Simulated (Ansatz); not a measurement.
Ansatz (a quantum-chemistry and plane-wave program) input:
A basis named .json is the Basis Set Exchange file of that set.

Ansatz 0.2 input:
```yaml
crystal:
  periodic: [false, false, false]
  atoms:
    - {symbol: C, position_ang: [-1.61259136, 0.40663178, -0.40219212]}
    - {symbol: N, position_ang: [-0.48680089, 0.22901572, 0.50365645]}
    - {symbol: Si, position_ang: [1.06784238, -0.29760474, -0.00860457]}
    - {symbol: H, position_ang: [-2.15712442, -0.52205077, -0.61377441]}
    - {symbol: H, position_ang: [-1.25332781, 0.80154764, -1.35485802]}
    - {symbol: H, position_ang: [-2.32248028, 1.13263313, 0.00054847]}
    - {symbol: H, position_ang: [-0.76188637, 0.02694766, 1.45217567]}
    - {symbol: H, position_ang: [1.11728838, -1.67941446, -0.56648322]}
    - {symbol: H, position_ang: [1.54781706, 0.60912910, -1.07978999]}
    - {symbol: H, position_ang: [1.96307436, -0.24522663, 1.17020302]}
basis:
  gaussian:
    orbitals: cc-pV_Q+d_Z.json
hamiltonian:
  xc: pbe
magnetization: {spin_polarized: false}
correlation: {method: rpa, electrons: outside_noble_gas}
```

Question: Which total energy does the run end on?

Answer: -386.34772 Eh (RPA@PBE/cc-pV(Q+d)Z). The basis has 384 functions.
